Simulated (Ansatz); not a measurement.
Calculated with Ansatz (gas phase, PBE0-D4/def2-TZVP geometries, no zero-point term in ΔE). CCSD(T)/CBS adds triple-zeta CCSD(T) − MP2 to the extrapolated MP2 energy (def2 sets, frozen cores). This one scheme is used for every species. Functionals use def2-TZVPP. HSE06 is defined as in plane-wave codes. One conformer a species, not always the lowest.

Consider the ligand exchange at the Al–N bond: `C[N](C)[Al]([OH])[OH]` + CH₃OH → `C[O][Al]([OH])[OH]` + `CNC`.

| level | ΔE (kJ/mol) | difference from CCSD(T)/CBS |
| --- | --- | --- |
| PBE0-D4 | -47.0 | 1.5 |
| BHLYP-D4 | -53.5 | -5.0 |
| CAM-B3LYP-D4 | -52.9 | -4.4 |
| ωB97X-V | -50.7 | -2.2 |
| PBE0 | -50.2 | -1.7 |
| r2SCANh | -51.8 | -3.3 |
| HSE06 | -50.0 | -1.5 |
| CAM-B3LYP | -56.3 | -7.8 |
| HF/def2-QZVPP | -64.5 | -16.0 |
| MP2/CBS(def2) | -48.2 | 0.3 |
| CCSD(T)/CBS | -48.5 | 0 |

Largest T1 diagnostic among the species: 0.012.

The D4 term adds +5.5 kJ/mol with B3LYP and +3.2 kJ/mol with PBE0; it sums over pairs of atoms, weighted by their polarisabilities, and B3LYP, whose exchange is more repulsive, gets the larger term. In def2-TZVPP, CCSD(T) changes the Hartree–Fock value by +15.0 kJ/mol (the triples alone add +2.4 kJ/mol) and MP2 by +15.3 kJ/mol. Leaving LDA and LC-ωPBE aside and taking each functional with its dispersion term where it has one, the values, not all of them listed here, spread over 9.5 kJ/mol, from B2PLYP to revPBE-D4. LDA lies +5.6 kJ/mol from PBE without D4.

B3LYP here is the variant with VWN-RPA as its local correlation; programs differ in this.
